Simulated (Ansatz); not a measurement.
`OC([SiH3])[AsH2]` at its PBE0-D4/def2-TZVP geometry, where that method's forces vanish. The species carries charge 0 and has multiplicity 1.

```json
{"atom": "O1", "x (Å)": "1.680", "y (Å)": "0.654", "z (Å)": "0.490"}
{"atom": "C2", "x (Å)": "0.686", "y (Å)": "-0.178", "z (Å)": "-0.079"}
{"atom": "Si3", "x (Å)": "-0.757", "y (Å)": "-0.289", "z (Å)": "1.129"}
{"atom": "As4", "x (Å)": "0.133", "y (Å)": "0.523", "z (Å)": "-1.870"}
{"atom": "H5", "x (Å)": "2.432", "y (Å)": "0.704", "z (Å)": "-0.108"}
{"atom": "H6", "x (Å)": "1.068", "y (Å)": "-1.190", "z (Å)": "-0.277"}
{"atom": "H7", "x (Å)": "-1.339", "y (Å)": "1.063", "z (Å)": "1.324"}
{"atom": "H8", "x (Å)": "-1.779", "y (Å)": "-1.195", "z (Å)": "0.544"}
{"atom": "H9", "x (Å)": "-0.315", "y (Å)": "-0.832", "z (Å)": "2.442"}
{"atom": "H10", "x (Å)": "-1.026", "y (Å)": "1.385", "z (Å)": "-1.383"}
{"atom": "H11", "x (Å)": "-0.783", "y (Å)": "-0.644", "z (Å)": "-2.211"}
```

(1) For each bond, give half the difference of the two atoms' forces along it (eV/Å; positive pushes the atoms apart) under PBE-D4, r2SCAN-D4, B3LYP-D4, ωB97M-V in def2-TZVPP. (Estimate.)

## Answers

(1) The calculation gave: 
| bond | length (Å) | PBE-D4 | r2SCAN-D4 | B3LYP-D4 | ωB97M-V |
| --- | --- | --- | --- | --- | --- |
| O1–C2 | 1.415 | 0.27 | 0.29 | 0.33 | 0.37 |
| O1–H5 | 0.962 | 0.41 | 0.01 | -0.06 | -0.12 |
| C2–Si3 | 1.885 | -0.05 | -0.05 | 0.00 | 0.00 |
| C2–As4 | 2.001 | 0.19 | 0.11 | 0.20 | -0.10 |
| C2–H6 | 1.100 | 0.07 | -0.06 | -0.17 | -0.14 |
| Si3–H7 | 1.485 | 0.08 | -0.02 | -0.07 | -0.10 |
| Si3–H8 | 1.486 | 0.06 | -0.03 | -0.07 | -0.09 |
| Si3–H9 | 1.488 | 0.07 | -0.02 | -0.10 | -0.12 |
| As4–H10 | 1.524 | 0.22 | -0.02 | 0.03 | -0.10 |
| As4–H11 | 1.523 | 0.21 | -0.03 | 0.03 | -0.09 |

B3LYP here is the variant with VWN-RPA as its local correlation; programs differ in this.

All numbers were calculated with Ansatz.
